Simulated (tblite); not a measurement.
Record of a relaxation.

Species: C2H12N2OSi3.
Numbering: `[CH3:1][N:2]([CH:3]=[O:4])[SiH2:5][N:6]([SiH3:7])[SiH3:8]` (hydrogens: H9, H10, H11 on C1; H12 on C3; H13, H14 on Si5; H15, H16, H17 on Si7; H18, H19, H20 on Si8)

Computed with GFN2-xTB (tblite), gas phase: L-BFGS steps from a force-field or distance-geometry start until the largest atomic force falls under 0.01 eV/Å. 9 of its 130 geometries are shown.

Step 0: E = -696.0071 eV, largest atomic force 3.874 eV/Å
```
atom  x, y, z in Å  |  force x, y, z in eV/Å
C1     -2.106    0.510   -0.978   -2.475   0.842  -0.322
N2     -1.732   -0.413    0.019   -1.082  -1.840   1.649
C3     -2.732   -1.162    0.705    3.483  -1.000   1.371
O4     -2.362   -1.978    1.590   -1.081   2.296  -2.443
Si5    -0.048   -0.702    0.492   -0.184  -0.811  -0.111
N6      1.139    0.266   -0.408    0.627  -0.668   0.918
Si7     1.502    1.835    0.314   -0.125   0.224   0.123
Si8     2.636   -0.738   -0.542   -0.399   0.010   0.013
H9     -1.389    0.704   -1.767    0.293  -0.098   0.356
H10    -2.454    1.463   -0.491    0.578  -0.353  -0.520
H11    -3.040    0.107   -1.454    0.615   0.324  -0.037
H12    -3.804   -1.036    0.470    0.582   0.259  -0.251
H13     0.105   -0.516    1.932   -0.119   0.184   0.030
H14     0.243   -2.139    0.216   -0.253   0.479  -0.076
H15     0.523    2.864   -0.067   -0.028  -0.257  -0.160
H16     2.850    2.232   -0.102   -0.116  -0.013  -0.095
H17     1.502    1.821    1.796    0.022  -0.081  -0.219
H18     2.322   -1.967   -1.284   -0.059   0.248   0.043
H19     3.139   -1.117    0.798   -0.112   0.105  -0.235
H20     3.700   -0.023   -1.242   -0.167   0.151  -0.034
```

Step 16: E = -696.8106 eV, largest atomic force 0.225 eV/Å
```
atom  x, y, z in Å  |  force x, y, z in eV/Å
C1     -2.115    0.569   -0.993    0.061  -0.012   0.032
N2     -1.657   -0.348    0.015   -0.215   0.023  -0.012
C3     -2.527   -1.100    0.676   -0.211  -0.070   0.033
O4     -2.164   -1.893    1.522    0.097  -0.002  -0.011
Si5    -0.073   -0.810    0.632   -0.048  -0.169  -0.006
N6      1.215    0.119   -0.072    0.076   0.013  -0.078
Si7     1.437    1.787    0.365   -0.021   0.180   0.043
Si8     2.642   -0.781   -0.503   -0.001  -0.042  -0.051
H9     -1.328    0.735   -1.723    0.046   0.002   0.028
H10    -2.390    1.524   -0.537   -0.014   0.025  -0.095
H11    -2.988    0.135   -1.489    0.037   0.160  -0.040
H12    -3.594   -0.979    0.417    0.051   0.051  -0.038
H13    -0.101   -0.505    2.051    0.087  -0.026   0.153
H14     0.073   -2.172    0.134    0.098  -0.020   0.111
H15     0.370    2.586   -0.235   -0.136  -0.024   0.049
H16     2.707    2.237   -0.204   -0.010   0.001   0.014
H17     1.492    1.905    1.827   -0.053   0.078  -0.047
H18     2.225   -1.893   -1.343    0.000  -0.113  -0.026
H19     3.281   -1.220    0.737    0.089  -0.066  -0.050
H20     3.490    0.116   -1.279    0.067   0.011  -0.008
```

Step 32: E = -696.8969 eV, largest atomic force 0.154 eV/Å
```
atom  x, y, z in Å  |  force x, y, z in eV/Å
C1     -1.990    0.615   -0.974    0.003   0.035  -0.055
N2     -1.628   -0.327    0.046   -0.002  -0.006  -0.037
C3     -2.535   -1.080    0.652   -0.029  -0.008   0.018
O4     -2.188   -1.898    1.483   -0.087  -0.002   0.040
Si5    -0.071   -0.846    0.709    0.097  -0.103   0.062
N6      1.236    0.070    0.009    0.010   0.042  -0.034
Si7     1.311    1.774    0.368   -0.002   0.096  -0.034
Si8     2.636   -0.817   -0.543   -0.043   0.022  -0.036
H9     -1.155    0.743   -1.655    0.084   0.033  -0.017
H10    -2.254    1.582   -0.541    0.045   0.067   0.027
H11    -2.851    0.249   -1.534   -0.042  -0.047  -0.034
H12    -3.587   -0.925    0.361    0.033  -0.047   0.033
H13    -0.056   -0.530    2.130   -0.059  -0.018   0.088
H14     0.118   -2.221    0.280    0.000  -0.039   0.006
H15     0.140    2.444   -0.201   -0.050   0.005  -0.021
H16     2.513    2.286   -0.280    0.040   0.004   0.010
H17     1.339    2.051    1.809    0.040  -0.080  -0.024
H18     2.173   -1.919   -1.385   -0.013   0.001  -0.012
H19     3.394   -1.343    0.596   -0.023   0.030   0.004
H20     3.448    0.105   -1.334   -0.003   0.015   0.015
```

Step 48: E = -696.9172 eV, largest atomic force 0.075 eV/Å
```
atom  x, y, z in Å  |  force x, y, z in eV/Å
C1     -1.916    0.604   -0.967    0.022  -0.007  -0.004
N2     -1.607   -0.360    0.052   -0.003  -0.013   0.012
C3     -2.550   -1.076    0.651   -0.035  -0.020   0.004
O4     -2.260   -1.883    1.511    0.005  -0.025   0.023
Si5    -0.062   -0.865    0.749    0.044  -0.054   0.028
N6      1.201    0.075   -0.005    0.009  -0.009   0.028
Si7     1.277    1.784    0.344    0.003   0.016   0.012
Si8     2.601   -0.798   -0.578   -0.025   0.015  -0.011
H9     -1.052    0.719   -1.616    0.026   0.002  -0.031
H10    -2.155    1.573   -0.521   -0.019   0.020  -0.030
H11    -2.771    0.268   -1.558   -0.005  -0.008  -0.002
H12    -3.587   -0.905    0.323   -0.020   0.009  -0.006
H13    -0.080   -0.568    2.179    0.008   0.021  -0.043
H14     0.144   -2.256    0.367   -0.019   0.038   0.010
H15     0.094    2.455   -0.200    0.001   0.015   0.019
H16     2.467    2.317   -0.311    0.021  -0.019  -0.013
H17     1.346    2.005    1.791    0.010   0.007   0.016
H18     2.134   -1.893   -1.427    0.006   0.012  -0.005
H19     3.355   -1.319    0.566   -0.001  -0.003  -0.013
H20     3.416    0.134   -1.354   -0.027   0.003   0.006
```

Step 64: E = -696.9277 eV, largest atomic force 0.077 eV/Å
```
atom  x, y, z in Å  |  force x, y, z in eV/Å
C1     -1.849    0.553   -0.996   -0.010   0.006  -0.020
N2     -1.601   -0.380    0.069    0.014   0.029   0.007
C3     -2.573   -1.076    0.649    0.024   0.029   0.009
O4     -2.320   -1.874    1.530   -0.020   0.035  -0.010
Si5    -0.070   -0.861    0.812   -0.023   0.016  -0.034
N6      1.182    0.081    0.043    0.001   0.031   0.070
Si7     1.278    1.791    0.389    0.017   0.000   0.010
Si8     2.554   -0.772   -0.623   -0.051   0.015   0.012
H9     -0.950    0.633   -1.605   -0.018  -0.002   0.000
H10    -2.095    1.544   -0.602   -0.008  -0.025  -0.003
H11    -2.679    0.209   -1.616    0.006  -0.014  -0.004
H12    -3.597   -0.886    0.288   -0.005  -0.035   0.000
H13    -0.115   -0.529    2.233    0.005   0.005  -0.042
H14     0.133   -2.253    0.449    0.042  -0.036   0.027
H15     0.081    2.487   -0.091    0.013  -0.025   0.005
H16     2.454    2.277   -0.328   -0.014   0.053   0.000
H17     1.422    2.033    1.827    0.008  -0.035   0.018
H18     2.065   -1.831   -1.499   -0.042  -0.039  -0.039
H19     3.356   -1.339    0.461    0.022  -0.008   0.025
H20     3.317    0.204   -1.393    0.039   0.000  -0.031
```

Step 81: E = -696.9643 eV, largest atomic force 0.118 eV/Å
```
atom  x, y, z in Å  |  force x, y, z in eV/Å
C1     -1.665    0.328   -1.155   -0.011   0.021  -0.007
N2     -1.549   -0.446    0.053    0.037   0.038   0.012
C3     -2.610   -1.020    0.619    0.044   0.039  -0.015
O4     -2.508   -1.673    1.634    0.047  -0.069   0.084
Si5    -0.082   -0.778    0.984    0.015   0.035  -0.033
N6      1.200    0.128    0.219   -0.059   0.056  -0.017
Si7     1.359    1.818    0.625   -0.015  -0.016   0.008
Si8     2.357   -0.690   -0.798   -0.026  -0.041  -0.026
H9     -0.691    0.374   -1.635   -0.006  -0.008  -0.019
H10    -1.995    1.348   -0.940   -0.002   0.017   0.020
H11    -2.390   -0.136   -1.827    0.034   0.000  -0.043
H12    -3.577   -0.865    0.108    0.017   0.000  -0.021
H13    -0.247   -0.293    2.347   -0.017   0.029  -0.033
H14     0.215   -2.194    0.837   -0.008  -0.051   0.013
H15     0.076    2.493    0.416   -0.059   0.016   0.008
H16     2.357    2.397   -0.270    0.015  -0.014  -0.002
H17     1.772    1.941    2.022    0.020   0.004   0.037
H18     1.623   -1.591   -1.686   -0.015  -0.048  -0.032
H19     3.289   -1.438    0.048    0.021  -0.003   0.005
H20     3.060    0.309   -1.607   -0.032  -0.008   0.061
```

Step 97: E = -696.9757 eV, largest atomic force 0.032 eV/Å
```
atom  x, y, z in Å  |  force x, y, z in eV/Å
C1     -1.631    0.291   -1.209   -0.006   0.010   0.012
N2     -1.527   -0.440    0.025    0.000  -0.012   0.008
C3     -2.574   -1.013    0.610    0.011  -0.014   0.007
O4     -2.437   -1.629    1.648   -0.011  -0.007  -0.019
Si5    -0.094   -0.751    1.015   -0.007   0.019   0.000
N6      1.186    0.142    0.236   -0.012   0.008  -0.002
Si7     1.376    1.815    0.690    0.010   0.018  -0.025
Si8     2.281   -0.688   -0.835    0.001  -0.032   0.000
H9     -0.642    0.356   -1.658    0.001  -0.005  -0.001
H10    -2.000    1.305   -1.034   -0.013   0.015   0.007
H11    -2.313   -0.217   -1.894    0.019   0.008  -0.014
H12    -3.548   -0.899    0.106    0.013  -0.010   0.007
H13    -0.294   -0.181    2.339   -0.001   0.001  -0.003
H14     0.206   -2.174    0.939   -0.002   0.005   0.005
H15     0.082    2.495    0.576   -0.004   0.005  -0.001
H16     2.337    2.411   -0.237   -0.013  -0.007   0.000
H17     1.869    1.895    2.066    0.009  -0.008   0.019
H18     1.516   -1.575   -1.718   -0.003   0.022   0.008
H19     3.236   -1.467   -0.044    0.009  -0.011   0.013
H20     2.967    0.335   -1.622    0.000  -0.004  -0.021
```

Step 113: E = -696.9788 eV, largest atomic force 0.047 eV/Å
```
atom  x, y, z in Å  |  force x, y, z in eV/Å
C1     -1.636    0.323   -1.194   -0.017   0.021   0.023
N2     -1.527   -0.438    0.023   -0.002   0.003  -0.028
C3     -2.561   -1.050    0.590    0.009  -0.031   0.001
O4     -2.406   -1.686    1.614   -0.011   0.023  -0.003
Si5    -0.098   -0.738    1.022   -0.010  -0.023  -0.028
N6      1.182    0.146    0.233   -0.001  -0.004  -0.006
Si7     1.381    1.820    0.674   -0.016   0.031   0.014
Si8     2.274   -0.709   -0.822    0.005  -0.024   0.013
H9     -0.642    0.429   -1.625   -0.026  -0.019   0.004
H10    -2.037    1.320   -0.996   -0.010   0.014   0.003
H11    -2.295   -0.182   -1.905    0.043  -0.004   0.018
H12    -3.538   -0.955    0.089    0.010  -0.003  -0.008
H13    -0.307   -0.144    2.334   -0.012  -0.018   0.009
H14     0.212   -2.158    0.952   -0.003   0.018   0.022
H15     0.087    2.507    0.566    0.027  -0.018   0.019
H16     2.326    2.410   -0.268    0.022   0.003  -0.016
H17     1.889    1.894    2.048   -0.010   0.013  -0.020
H18     1.496   -1.587   -1.701    0.009  -0.007   0.019
H19     3.221   -1.480   -0.010   -0.024  -0.005  -0.023
H20     2.973    0.288   -1.628    0.015   0.030  -0.014
```

Step 129: E = -696.9828 eV, largest atomic force 0.010 eV/Å
```
atom  x, y, z in Å  |  force x, y, z in eV/Å
C1     -1.628    0.316   -1.197   -0.001   0.000   0.004
N2     -1.522   -0.455    0.013    0.004  -0.001  -0.002
C3     -2.550   -1.111    0.543    0.002   0.005  -0.001
O4     -2.416   -1.727    1.581   -0.002   0.002   0.001
Si5    -0.113   -0.689    1.055   -0.003  -0.004   0.003
N6      1.175    0.174    0.256   -0.002  -0.009  -0.001
Si7     1.445    1.838    0.699    0.003  -0.001   0.001
Si8     2.209   -0.708   -0.835   -0.002  -0.002   0.005
H9     -0.625    0.501   -1.574   -0.001   0.004  -0.002
H10    -2.114    1.276   -1.006   -0.004   0.005   0.000
H11    -2.206   -0.226   -1.949    0.005  -0.006  -0.001
H12    -3.504   -1.066   -0.007   -0.003  -0.002   0.000
H13    -0.375   -0.053    2.337    0.003  -0.002   0.002
H14     0.224   -2.104    1.069   -0.001   0.003   0.000
H15     0.163    2.548    0.688   -0.007   0.007   0.000
H16     2.341    2.410   -0.304    0.002   0.006  -0.003
H17     2.047    1.895    2.033    0.001  -0.003   0.000
H18     1.378   -1.562   -1.689    0.004  -0.002  -0.005
H19     3.151   -1.521   -0.061    0.003  -0.001  -0.002
H20     2.915    0.275   -1.655    0.000   0.000   0.000
```

**Question.** Summarise the path.

**Answer.** The energy falls by 22.50 kcal/mol from step 0 to step 129; nine tenths of that is first reached at step 30. It falls at every step. The largest force goes from 3.874 to 0.010 eV/Å. Among the bonds N2–C3 changes most, from 1.425 to 1.329 Å; the atoms move by 0.704 Å rms after alignment.

**Question.** Follow the three bonds and two angles with the largest change from start to end.

**Answer.** 
```tsv
step	E above end (kcal/mol)	largest force (eV/Å)	N2–C3 (Å)	N6–Si8 (Å)	C3=O4 (Å)	Si7–N6–Si8 (°)	Si5–N6–Si8 (°)
0	22.50	3.874	1.425	1.808	1.259	110.7	106.7
6	8.53	0.348	1.339	1.758	1.204	114.1	111.6
11	5.83	0.301	1.332	1.751	1.214	116.0	112.0
17	3.79	0.241	1.328	1.740	1.216	117.2	115.8
22	2.89	0.205	1.325	1.750	1.217	118.5	116.6
28	2.44	0.171	1.326	1.744	1.218	120.4	117.1
34	1.87	0.127	1.327	1.747	1.216	121.9	116.9
39	1.68	0.105	1.328	1.748	1.214	122.4	116.6
45	1.55	0.068	1.328	1.747	1.215	121.4	116.8
50	1.48	0.070	1.327	1.746	1.215	121.2	116.8
56	1.41	0.069	1.328	1.746	1.215	120.7	117.1
62	1.32	0.109	1.328	1.746	1.215	120.7	117.5
67	1.18	0.159	1.329	1.748	1.213	120.7	118.3
73	0.80	0.128	1.332	1.752	1.214	121.9	118.9
79	0.51	0.143	1.333	1.746	1.211	121.6	120.0
84	0.31	0.087	1.332	1.744	1.212	122.5	119.5
90	0.22	0.052	1.331	1.742	1.213	123.5	119.4
95	0.17	0.040	1.329	1.742	1.214	123.3	119.4
101	0.14	0.025	1.329	1.743	1.215	123.5	119.4
107	0.13	0.027	1.329	1.742	1.215	123.7	119.2
112	0.10	0.044	1.329	1.743	1.215	123.7	119.1
118	0.04	0.051	1.328	1.744	1.215	123.4	118.8
123	0.01	0.041	1.329	1.742	1.215	123.3	118.4
129	0.00	0.010	1.329	1.743	1.215	123.4	118.3
```

The cost below is that of the whole relaxation. Time: 2.2 s wall. Hardware: Arm Neoverse N1, one thread (shared host).
